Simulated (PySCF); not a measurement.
Relaxation of doublet SbCl₄

These are results of UPBE0 in PySCF with Sb def2-SVP with ECP28, Cl def2-SVP; scalar-relativistic core potentials, no spin–orbit coupling; density-fitted integrals, not measurements. A (50,194) grid was used.

A start displaced from a saddle point along its imaginary mode, of C2v symmetry, held to at least that symmetry:

Coordinates in bohr (charge 0 multiplicity 2):
```
Sb    0.0000    0.0000    0.5494
Cl    4.5438    0.0000   -0.0223
Cl    0.0000    4.2731   -0.9275
Cl   -4.5438    0.0000   -0.0223
Cl    0.0000   -4.2731   -0.9275
```

**Question.** What does it relax to?

**Answer.** It ends at C2v with Sb–Cl 2.350 Å (×2), Sb–Cl 2.439 Å (×2); Cl–Sb–Cl 100.3°, Cl–Sb–Cl 102.0° (×4), Cl–Sb–Cl 142.1° (after a last refinement on a finer grid). A frequency run shows a minimum.

**Question.** How much energy is released, and in how many steps?

**Answer.** 75.7 kJ/mol in 12 steps.

With an element this heavy the missing spin–orbit coupling can shift these numbers.

The relaxation took about 2.9 core-minutes on a shared host.
